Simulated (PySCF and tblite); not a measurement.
Results of a calculation; reference values are marked as such.
C7H7NO, numbered as in [CH2:1]=[CH:2][c:3]1[cH:4][n:5][o:6][c:7]1[CH:8]=[CH2:9].

Conformers came from 90 starts (ETKDG and KDG, MMFF94s, GFN2-xTB); geometries are GFN2-xTB. Energies: PBE0-D3(BJ)/pcSseg-1, with GFN2-xTB thermal terms (modes under about 100 cm⁻¹ blended into free rotors). Symmetry numbers and mirror images are counted. Conformers within 2.5 kcal/mol (GFN2-xTB free energy) were kept, 5 at most. (PySCF 2.14, tblite 0.8.)

Torsions listed: C1–C2–C3–C4, O6–C7–C8–C9. Of a mirror pair one member is shown.

```tsv
conformer	shape	symmetry	E(GFN2) kcal/mol
1	151°, -11°	C1 (pair)	1.11
2	22°, -160°	C1 (pair)	1.20
3	143°, 159°	C1 (pair)	2.55
4	0°, 0°	Cs	0.00
```

Q: Which of these conformers is the most populated at 298.15 K, and with what share?

A: Conformer 4, about 78 %.

Q: Give the DFT energies and free energies relative to the lowest, and all weights.

A: 
| conformer | shape | E(DFT) kcal/mol | G(298.15 K) kcal/mol | weight % |
| --- | --- | --- | --- | --- |
| 1 | 151°, -11° | 1.31 | 1.06 | 13.0 |
| 2 | 22°, -160° | 1.51 | 1.27 | 9.1 |
| 3 | 143°, 159° | 3.86 | 3.68 | 0.2 |
| 4 | 0°, 0° | 0.00 | 0.00 | 77.8 |

Q: How does its share change from 250 K to 350 K?

A: From 85 % to 71 %; the mixing entropy goes from 1.26 to 2.04 cal/(mol K).


Conformer gaps in pcSseg-1 on xTB geometries can be 2 kcal/mol off for S=O, P=O and other polar bonds.